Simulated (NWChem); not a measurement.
Species: SiH₂OCl₂; SMILES [SiH](O)(Cl)Cl

```xyz
6

Si    -0.4289     0.4192     0.0000
O     -1.8976    -0.3113     0.0000
Cl     0.6627    -0.1246     1.6559
Cl     0.6627    -0.1246    -1.6559
H     -0.6599     1.8734     0.0000
H     -1.9368    -1.2732     0.0000
```
Atoms are numbered in this order, from 1.

All runs: NWChem. Pople sets run with spherical d functions. Structure relaxed at the PBE0/def2-SVP level. Level: PBE/6-31G* with SMD (1 M gas to 1 M solution), gas-phase geometry. Reactions with the solvent are ignored.

Q: Among these, which solvent gives the lowest value of “cavity-dispersion-structure term (kcal/mol)”?
A) water
B) methanol
C) chlorobenzene
D) ethanol

A: C, chlorobenzene. Values: chlorobenzene -2.3; ethanol -1.3; methanol -1.1; water 1.9
